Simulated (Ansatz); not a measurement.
Single points on FeCl2.

```yaml
crystal:
  periodic: [false, false, false]
  atoms:
    - {symbol: Fe, position_ang: [0.000942, 0.000409, 0.000039]}
    - {symbol: Cl, position_ang: [0.357224, -0.994307, 1.819880]}
    - {symbol: Cl, position_ang: [-0.358165, 0.993897, -1.819919]}
basis:
  gaussian: {orbitals: def2-TZVP, initial_orbitals: start.molden}
magnetization: {spin_polarized: true, initial_magnetization: 2}
hamiltonian: {xc: {text: "exchange = 0.95*pbe_x + 0.05*exact_x\ncorrelation = pbe_c"}}
scf: {omitted_lower_state_checks: [starts]}
output: {orbitals: {seedname: orbitals}}
```

The file start.molden holds the orbitals of an earlier run on this structure, at another level or in another basis.

```sh
$ ansatz run in.yaml --threads 4 --pin off --events-out ev --progress --plain --max-ram 3916MiB
```

It prints (some lines left out):

```
Functional definition: unnamed
859 factors; integrals over basis functions are off by at most 9.6e-4 eV
mean field evaluation 1: about -59419.2316 eV, gradient 7.7e0 eV
mean field evaluation 2: about -59419.4060 eV, gradient 4.8e-1 eV
mean field evaluation 4: about -59419.4267 eV, gradient 4.6e-3 eV
mean field evaluation 8: about -59419.4269 eV, gradient 4.0e-1 eV
mean field evaluation 16: about -59419.4319 eV, gradient 2.3e-2 eV
mean field evaluation 32: about -59419.4359 eV, gradient 3.6e-5 eV
mean field -59419.43594225 eV, -2183.6239949375 hartree, gradient 3.2e-6 eV, S^2 2.963389; 1 other end points of the search recorded, 0 dependent functions left out
reference -59419.43597913 eV, -2183.6239962927 hartree; 31, 29 occupied and 88, 90 virtual orbitals, 859 factors
Total energy: -59419.43597913 eV, -2183.6239962927 hartree
Checks for a lower state left out: starts
```

Hardware: 4 threads of Intel Xeon on a shared host. Wall time 33 s.

First input, but with `hamiltonian: {xc: {text: "exchange = 0.85*pbe_x + 0.15*exact_x\ncorrelation = pbe_c"}}` (abridged; 19 s):

```
Functional definition: unnamed
mean field -59420.26900130 eV, -2183.6546092929 hartree, gradient 6.7e-6 eV, S^2 3.006282
Total energy: -59420.26903516 eV, -2183.6546105372 hartree
Checks for a lower state left out: starts
```

The first input with `hamiltonian: {xc: r2scan, dispersion: d4}` (abridged; 41 s):

```
Functional definition: r2SCAN
mean field evaluation 16: about -59433.5954 eV, gradient 5.8e-5 eV
mean field evaluation 32: about -59433.5954 eV, gradient 2.1e-4 eV
mean field -59433.59537126 eV, -2184.1443443558 hartree, gradient 7.1e-6 eV, S^2 3.007592
Total energy: -59433.61074572 eV, -2184.1449093568 hartree
Checks for a lower state left out: starts
```

As the first input, with `hamiltonian: {xc: pbe0, dispersion: d4}` and without the key `scf` (abridged; 1.8 min):

```
Functional definition: PBE0
mean field evaluation 16: about -59414.8014 eV, gradient 3.8e1 eV
mean field evaluation 32: about -59421.1320 eV, gradient 5.8e-1 eV
mean field evaluation 64: about -59421.0707 eV, gradient 1.4e0 eV
mean field evaluation 96: about -59421.2040 eV, gradient 2.3e-3 eV
mean field evaluation 128: about -59421.1358 eV, gradient 2.8e-2 eV
mean field evaluation 160: about -59421.1752 eV, gradient 2.1e-1 eV
mean field -59421.20402546 eV, -2183.6889707971 hartree, gradient 1.5e-6 eV, S^2 3.007384; 13 other end points of the search recorded, 0 dependent functions left out
Total energy: -59421.26484002 eV, -2183.6912056909 hartree
```

The first input with `hamiltonian: {xc: {text: "exchange = 0.50*pbe_x + 0.50*exact_x\ncorrelation = pbe_c"}}` (abridged; 23 s):

```
Functional definition: unnamed
mean field -59423.87476563 eV, -2183.7871186880 hartree, gradient 2.5e-6 eV, S^2 3.009411
Total energy: -59423.87478408 eV, -2183.7871193661 hartree
Checks for a lower state left out: starts
```

As the first input, with `gaussian: {orbitals: 6-31G}`, `hamiltonian: {xc: hf}` (abridged; 5.5 s):

```
Functional definition: HF
mean field evaluation 16: about -59354.2066 eV, gradient 1.2e0 eV
mean field evaluation 32: about -59354.7930 eV, gradient 4.6e-3 eV
mean field -59355.10041794 eV, -2181.2597080272 hartree, gradient 6.9e-6 eV, S^2 3.004398; 3 other end points of the search recorded, 0 dependent functions left out
Total energy: -59355.10041794 eV, -2181.2597080272 hartree
Checks for a lower state left out: starts
```

First input, but with `correlation: {method: mp2}` and without the key `hamiltonian` (abridged; 7 s):

```
Functional definition: HF
mean field -59362.42715921 eV, -2181.5289608028 hartree, gradient 2.0e-6 eV, S^2 3.013177
15 core orbitals not correlated: weight in the atoms' cores, before any rotation towards them, 1.000 or more for the frozen orbitals, at most 0.000 for the correlated occupied ones
second order -21.48031934 eV of doubles, -0.00000000 eV of singles
Total energy: -59383.90747856 eV, -2182.3183479788 hartree
Checks for a lower state left out: starts
```

Geometry: r2SCAN-D4/def2-TZVP.

The 6-31G sets use Cartesian d functions. Correlated methods freeze 15 core orbitals; core or outer-core shells of Fe are correlated, in sets that lack core-valence functions. At PBE with 5 % exact exchange/def2-TZVP, PBE with 15 % exact exchange/def2-TZVP, r2SCAN-D4/def2-TZVP, PBE0-D4/def2-TZVP and others the charge 0 triplet is spin-contaminated (final ⟨S²⟩ up to 3.01, 2.00 for a pure state). At PBE0-D4/def2-TZVP a quintet of charge 0 lies 1.43 eV below the triplet, each at its own geometry. The structure comes from a short search, and lower isomers may exist.
